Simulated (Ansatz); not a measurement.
C$_{3}$H$_{6}$AgN (`CC#[N+][Ag-][CH3]`) at its PBE0-D4/def2-TZVP geometry, where that method's forces vanish. Total charge 0; spin multiplicity 1. Ag takes the def2 core potential.

```xyz
11

C    -0.4711   -2.0485   -2.4956
C    -0.2621   -1.1405   -1.3917
N    -0.0965   -0.4208   -0.5165
Ag    0.2092    0.9092    1.1054
C     0.5070    2.2054    2.6879
H    -0.1600   -1.5751   -3.4281
H     0.1141   -2.9567   -2.3433
H    -1.5278   -2.3114   -2.5633
H    -0.3632    2.8527    2.8229
H     1.3810    2.8366    2.5079
H     0.6692    1.6490    3.6145
```

Q: What forces (eV/Å) does B3LYP-D4/def2-TZVPP give on these atoms in Ansatz? (Estimate.)

A: The calculation gave: 
```
C1  -0.025 -0.109 -0.131
C2   0.015  0.063  0.076
N3  -0.008 -0.037 -0.045
Ag4 -0.009 -0.038 -0.047
C5   0.039  0.168  0.205
H6  -0.019 -0.039  0.029
H7  -0.033  0.031 -0.027
H8   0.050 -0.002 -0.015
H9   0.049 -0.035 -0.006
H10 -0.049 -0.035  0.011
H11 -0.009  0.033 -0.051
```

B3LYP here is the variant with VWN-RPA as its local correlation; programs differ in this.
